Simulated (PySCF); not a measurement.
Mn⁺: ionisation energy

Mn⁺ [Ar] 3d5 4s1 (7S) → Mn²⁺ [Ar] 3d5 (6S), as a difference of total energies. Calculation: PySCF 2.14, in x2c-SVPall (5s3p3d1f, 36 functions); the spin-free X2C one-electron Hamiltonian (Gaussian nucleus). Correlated levels: valence: [Ar] frozen. The calculations carry no spin-orbit coupling.

```tsv
method	ionisation energy (eV)
UHF	14.800
LDA	16.305
PBE0	15.808
MP2 (valence)	14.998
SCS-MP2 (valence)	14.866
```

Question: How much does correlation contribute at MP2 (valence)?

Answer: 14.998 − (14.800) = 0.198 eV, measured against UHF.

Errors of the correlated levels include the incompleteness of this basis and the frozen core.

For comparison: 15.640 eV (measured; NIST Atomic Spectra Database, ionization energies).
